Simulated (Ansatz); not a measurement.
C3H7FSi, SMILES FC1C[SiH2]C1.

The structure is a stationary point at ωB97X-D3(BJ)/def2-SVP. This is a generated structure with no PubChem entry under its InChIKey; it may be hypothetical.

Two levels are set side by side: PBE/def2-SVPD (Ansatz, a first-principles code) and CAM-B3LYP/def2-SVPD (Ansatz). Energy differences of separate SCF runs at the same geometry; the states with an electron removed or added have multiplicity 2 and 2. Differences are taken from unrounded values.

| quantity | PBE |
|---|---|
| vertical ionisation energy (eV) | 10.14 |
| vertical singlet–triplet gap (eV) | 6.53 |

### Question
These are the PBE values. What does CAM-B3LYP give? (Estimate from the structure and the level; the computed values follow.)

### Answer

```
quantity                           CAM-B3LYP  PBE minus CAM-B3LYP
---------------------------------  ---------  -------------------
vertical ionisation energy (eV)        10.76                -0.62
vertical singlet–triplet gap (eV)       7.09                -0.56
```
